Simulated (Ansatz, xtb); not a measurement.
C5H7ClO2: which of two isomers lies lower

Structure X is `O=C[C@@H]1OCC[C@H]1Cl`, a singlet and structure Y is `O=C[C@@H]1C[C@H](Cl)CO1`, a singlet. Both are isolated molecules in the gas phase, relaxed with PBE0-D3(BJ)/def2-SVP, each in the lowest conformer that the search found.

X (Å):

```xyz
15

C    -1.5750    0.6788   -1.7328
C    -0.8488    1.9173   -1.2286
C     1.2684    1.7659   -0.3041
C     0.2675    1.3913    0.7778
C    -0.9909    2.0842    0.2810
Cl   -0.9874    3.8202    0.7423
O    -2.5723    0.2288   -1.2400
O     0.5245    1.7762   -1.5107
H    -1.0804    0.2141   -2.6235
H    -1.2692    2.7887   -1.7656
H     1.6945    2.7672   -0.1117
H     2.0952    1.0476   -0.4055
H     0.0888    0.3030    0.7817
H     0.5578    1.7015    1.7899
H    -1.9312    1.6539    0.6463
```

Y (Å):

```yaml
atoms:
  - { symbol: C, position_ang: [1.4400, -1.3138, 1.0802] }
  - { symbol: C, position_ang: [0.7553, -0.0988, 1.6895] }
  - { symbol: C, position_ang: [-0.6438, 0.1394, 1.1163] }
  - { symbol: C, position_ang: [-0.3460, 1.1300, 0.0037] }
  - { symbol: C, position_ang: [0.7579, 1.9602, 0.6351] }
  - { symbol: Cl, position_ang: [0.2774, 0.2661, -1.4470] }
  - { symbol: O, position_ang: [0.9379, -2.4029, 1.0525] }
  - { symbol: O, position_ang: [1.5083, 1.0650, 1.4217] }
  - { symbol: H, position_ang: [2.4681, -1.1026, 0.6894] }
  - { symbol: H, position_ang: [0.7168, -0.2767, 2.7805] }
  - { symbol: H, position_ang: [-1.1190, -0.7907, 0.7782] }
  - { symbol: H, position_ang: [-1.2958, 0.6209, 1.8617] }
  - { symbol: H, position_ang: [-1.2116, 1.7177, -0.3262] }
  - { symbol: H, position_ang: [0.3019, 2.7513, 1.2638] }
  - { symbol: H, position_ang: [1.4123, 2.4397, -0.1067] }
```

Quicker runs give these differences E(Y) − E(X): GFN2-xTB −2.92 kJ/mol; HF/STO-3G +7.77 kJ/mol (at GFN2-xTB geometries); r2SCAN-D4/def2-SVP −0.38 kJ/mol (at GFN2-xTB geometries).

**Question.** Which of the two would you expect CCSD(T)/def2-SVP + ΔMP2/def2-TZVPP electronic energies to favour?

**Answer.** CCSD(T)/def2-SVP + ΔMP2/def2-TZVPP gives E(Y) − E(X) = −2.64 kJ/mol, slightly favouring structure Y, which is too small a margin to settle the true order.

Level by level:

| level | geometry | E(Y) − E(X) (kJ/mol) | departure from the last row (kJ/mol) | job, with rough time for the two |
| --- | --- | --- | --- | --- |
| GFN2-xTB | GFN2-xTB | −2.92 | −0.28 | optimisation, 0.32 s |
| HF/STO-3G | GFN2-xTB | +7.77 | +10.41 | single point, 0.82 s |
| r2SCAN-D4/def2-SVP | GFN2-xTB | −0.38 | +2.26 | single point, 8.4 s |
| PBE0-D3(BJ)/def2-SVP | PBE0-D3(BJ)/def2-SVP | −3.30 | −0.66 | optimisation, 2.3 min |
| HF/def2-SVP | PBE0-D3(BJ)/def2-SVP | −1.19 | +1.45 | part of the CCSD(T) run |
| MP2/def2-SVP | PBE0-D3(BJ)/def2-SVP | −2.58 | +0.06 | part of the CCSD(T) run |
| CCSD(T)/def2-SVP | PBE0-D3(BJ)/def2-SVP | −2.22 | +0.42 | single point |
| CCSD(T)/def2-SVP + ΔMP2/def2-TZVPP | PBE0-D3(BJ)/def2-SVP | −2.64 |  | single point, 3.7 min |

As drawn, both hold the same kinds of bond in the same numbers.

The largest departure from CCSD(T)/def2-SVP + ΔMP2/def2-TZVPP is that of HF/STO-3G, 10.41 kJ/mol. The last row adds to CCSD(T) the change of the MP2 difference between the two basis sets, here −0.42 kJ/mol.

With thermal terms from frequencies at re-optimised GFN2-xTB minima (ideal gas, soft modes damped towards free rotors, one conformer each, 298.15 K, 1 atm): on the last row, ΔE + ΔZPE = −2.27, ΔH = −2.73, ΔG = −1.52 kJ/mol.

The correlated steps freeze 12 core orbitals. Run with Ansatz 0.2.0, xtb 6.7.1; the last row on 2 threads of Arm Neoverse V1 on a shared host.
